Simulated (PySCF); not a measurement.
A structure optimised at ωB97X-D3(BJ)/def2-SVP, used in a PySCF frequency run:

```xyz
12

Al    -0.4576    -0.1945     0.8791
H     -1.2168    -0.4783     2.2313
O      1.1741    -0.6086     0.6464
C      2.2080    -1.2087     1.3702
H      1.8883    -1.5357     2.3782
H      2.5902    -2.0957     0.8344
H      3.0511    -0.5063     1.4963
S     -1.4409     0.7501    -0.7973
C     -0.0830     0.8017    -2.0264
H      0.8383     0.3621    -1.6219
H      0.1026     1.8482    -2.3045
H     -0.3934     0.2426    -2.9198
```

Q: Write its SMILES and formula.

A: C[O][AlH][S]C, C₂H₇AlOS

Q: What are its rotational constants (standard atomic weights)?

A: 6.2867, 1.6380, 1.3213 GHz
